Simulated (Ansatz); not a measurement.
One change: `[SiH3][Ga]1[CH2][SiH2]1` becomes `[SiH3]B1C[SiH2]1`.

Ansatz, PBE0-D4/def2-TZVP geometries, multiplicity 1. 

Scalar relativity is left out up to krypton.

```json
{"property": "HOMO energy (PBE/def2-TZVPP) / eV", "`[SiH3][Ga]1[CH2][SiH2]1`": "-4.99"}
{"property": "HOMO energy (PBE0/def2-TZVPP) / eV", "`[SiH3][Ga]1[CH2][SiH2]1`": "-5.88"}
{"property": "HOMO energy (B3LYP/def2-TZVPP) / eV", "`[SiH3][Ga]1[CH2][SiH2]1`": "-5.69"}
{"property": "HOMO energy (ωB97M-V/def2-TZVPP) / eV", "`[SiH3][Ga]1[CH2][SiH2]1`": "-7.82"}
{"property": "HOMO–LUMO gap (ωB97M-V/def2-TZVPP) / eV", "`[SiH3][Ga]1[CH2][SiH2]1`": "7.94"}
{"property": "LUMO energy (ωB97M-V/def2-TZVPP) / eV", "`[SiH3][Ga]1[CH2][SiH2]1`": "0.12"}
```

Question: What does the change do to each property? (An estimate is asked.)

Answer: Computed: 
| property | `[SiH3]B1C[SiH2]1` | shift |
| --- | --- | --- |
| HOMO energy (PBE/def2-TZVPP) / eV | -5.90 | -0.91 |
| HOMO energy (PBE0/def2-TZVPP) / eV | -6.88 | -1.00 |
| HOMO energy (B3LYP/def2-TZVPP) / eV | -6.68 | -0.99 |
| HOMO energy (ωB97M-V/def2-TZVPP) / eV | -8.90 | -1.08 |
| HOMO–LUMO gap (ωB97M-V/def2-TZVPP) / eV | 8.98 | 1.04 |
| LUMO energy (ωB97M-V/def2-TZVPP) / eV | 0.08 | -0.04 |

With PBE0 the HOMO falls by 1.00 eV and the LUMO falls by 0.22 eV, so the gap widens by about 0.78 eV. PBE moves the HOMO by -0.91 eV and ωB97M-V by -1.08 eV.

B3LYP here is the variant with VWN-RPA as its local correlation; programs differ in this.
